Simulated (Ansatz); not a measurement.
Coupled-cluster diagnostics for the cluster Cr2O, Ansatz.

Geometry of the singlet (PBE-D4/def2-TZVP):

```xyz
3

Cr    0.522   -0.622   -0.518
Cr   -0.968    0.116   -0.368
O     0.446    0.506    0.886
```

Correlated methods freeze 11 core orbitals; core or outer-core shells of Cr are correlated, in sets that lack core-valence functions. In CCSD on the charge 1 doublet the largest single amplitude is 0.25, so its Hartree–Fock determinant may place the open shell otherwise than the density functionals do. The geometry of the singlet was relaxed on an unsound state (restricted singlet, unstable towards broken spin symmetry). At PBE0-D4/def2-TZVP a triplet of charge 0 lies 2.05 eV below the restricted singlet, each at its own geometry. That triplet is doubtful there (⟨S²⟩ 3.57, where a pure state has 2.00). The structure comes from a short search, and lower isomers may exist.

Q: Estimate the CCSD(T) correlation energy, the shares of MP2 and (T), T1 and the reference's ⟨S²⟩ for: charge 0, singlet, own geometry in def2-TZVPP; charge 1, doublet, vertical in def2-TZVPP; and the rough time on 4 threads of Arm Neoverse V2 on a shared host.

A: 
```json
{"state": "charge 0, singlet, own geometry", "basis": "def2-TZVPP", "correlation (eV)": "-51.618", "MP2 share (%)": "73.2", "(T) share (%)": "20.0", "T1": "0.258", "⟨S²⟩ (pure)": "0.00 (0.00)", "wall time": "1.8 min", "remarks": "flagged by the program, large T1 (0.258), restricted SCF unstable"}
{"state": "charge 1, doublet, vertical", "basis": "def2-TZVPP", "correlation (eV)": "-34.583", "MP2 share (%)": "88.5", "(T) share (%)": "6.2", "T1": "0.101", "⟨S²⟩ (pure)": "4.89 (0.75)", "wall time": "49 s", "remarks": "flagged by the program, large T1 (0.101), spin-contaminated (⟨S²⟩ 4.89)"}
```
Customary marks for T1 are 0.02 (closed shells), 0.045 (open shells) and about 0.05 (3d metals). T1 exceeds 0.02 in 2 of 2 rows and 0.045 in 2; the higher it lies, the less the single-reference result can be trusted.
